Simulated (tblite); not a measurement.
`FC[C@@H]1O[C@@H](F)[C@H]1CCl`. Computed geometry: GFN2-xTB, gas phase.

```
atom  x, y, z in Å
F1     1.9867   -0.3386   -1.5570
C2     2.0379    0.2241   -0.3078
C3     0.7546   -0.0498    0.4593
O4     0.5392   -1.4476    0.7242
C5    -0.6807   -1.4630    0.0507
F6    -1.7222   -1.7141    0.9030
C7    -0.5575    0.0185   -0.3469
C8    -1.6231    0.9499    0.1858
Cl9   -1.0595    2.6345    0.0221
H10    2.8941   -0.2174    0.2096
H11    2.1727    1.3012   -0.4465
H12    0.7582    0.5342    1.3857
H13   -0.7425   -2.2172   -0.7420
H14   -0.3999    0.1672   -1.4151
H15   -1.8160    0.7730    1.2441
H16   -2.5495    0.8542   -0.3806
```

(1) What is the longest distance between nuclei?

(2) How far are the heavy atoms from their best plane (unweighted least squares)?

(3) Work out the bond lengths C5–H13, C8–Cl9, C8–H15, C8–H16 in Å.

(4) How far apart are these pairs, which share no bond: F1···C5, C3···H13, C5···H12, F6···H12, H10···H13?

(5) Where is the centre of mass (commonest isotopes), and what is the radius of gyration?

(6) What are the angles F6–C5–C7, F6–C5–H13, O4–C5–H13, C7–C5–H13, O4–C5–F6, C5–C7–C8, C7–C8–Cl9?

(7) Give the dihedral angles H11–C2–C3–C7, H13–C5–C7–C3, H12–C3–C7–C5, O4–C3–C7–H14, F6–C5–C7–C8, H13–C5–C7–C8.

(8) What is the repulsion energy of the bare nuclei, Σ ZA·ZB/RAB?

Answers

(1) H10···H16, 5.58 Å; the next longest distance is 5.11 Å.

(2) 0.494 Å rms; F1 0.84, C2 0.44, C3 0.68, O4 0.61, C5 0.42, F6 0.01, C7 0.48, C8 0.16, Cl9 0.18 Å (magnitudes).

(3) For C5–H13 the difference vector is (-0.0618, -0.7542, -0.7927) Å, of length 1.0959 Å. C5–H13 1.096; C8–Cl9 1.784; C8–H15 1.090; C8–H16 1.090 Å.

(4) F1···C5 3.311 Å (4 bonds apart); C3···H13 2.895 Å (3 bonds apart); C5···H12 2.800 Å (3 bonds apart); F6···H12 3.382 Å (4 bonds apart); H10···H13 4.258 Å (5 bonds apart).

(5) Mass 156.015 u; centre at (-0.153, 0.175, 0.002) Å; Rg = √(Σ m r²/M) = 2.193 Å. As Ia + Ib + Ic = 2 Σ m r², the three principal moments sum to 1500.9 u·Å².

(6) From the scalar product of the two bond vectors; for F6–C5–C7 it is -0.8392 Å² over 1.3690 × 1.5389 Å², cos θ = -0.3983. F6–C5–C7 113.5°; F6–C5–H13 106.3°; O4–C5–H13 114.0°; C7–C5–H13 118.7°; O4–C5–F6 111.5°; C5–C7–C8 116.5°; C7–C8–Cl9 109.1°.

(7) H11–C2–C3–C7 79° (synclinal); H13–C5–C7–C3 -121° (anticlinal); H12–C3–C7–C5 -112° (anticlinal); O4–C3–C7–H14 -111° (anticlinal); F6–C5–C7–C8 -3° (synperiplanar); H13–C5–C7–C8 123° (anticlinal). Dihedral signs follow IUPAC: positive where, seen along the central bond, the front bond turns clockwise onto the rear one.

(8) 568.23 Eh over 120 pairs, with full nuclear charges and distances in bohr; the largest single term is 30.26 Eh (C8 with Cl9).

Its GFN2-xTB frequencies are all real (lowest 42 cm⁻¹). The numbers are those of one conformer. 3 starts were optimised and ended at 0.00, 0.00 and 1.62 kcal/mol (GFN2-xTB); the lowest of these is shown.
